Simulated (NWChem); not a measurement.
System: C₄H₅Cl; SMILES CC=C=CCl

Program: NWChem. The level has its own optimisation; frequencies are unscaled. Brackets give each atom's bonded neighbours.

**Question.** Estimate the computed values for PBE-D3(BJ)/def2-SVP. Quantities: r C–C [C(CCH)–C(CHHH)] (Å); r C–C [C(CC)–C(CCH)] (Å); r C–H [C(CCH)–H(C)] (Å); r C–C [C(CC)–C(CClH)] (Å); highest harmonic frequency (cm⁻¹); lowest (cm⁻¹); zero-point energy (kcal/mol); dipole (D).

**Answer.** 
| Quantity | Value |
|---|---|
| r C–C [C(CCH)–C(CHHH)] (Å) | 1.506 |
| r C–C [C(CC)–C(CCH)] (Å) | 1.321 |
| r C–H [C(CCH)–H(C)] (Å) | 1.109 |
| r C–C [C(CC)–C(CClH)] (Å) | 1.316 |
| highest harmonic frequency (cm⁻¹) | 3117 |
| lowest (cm⁻¹) | 112 |
| zero-point energy (kcal/mol) | 45.8 |
| dipole (D) | 1.99 |
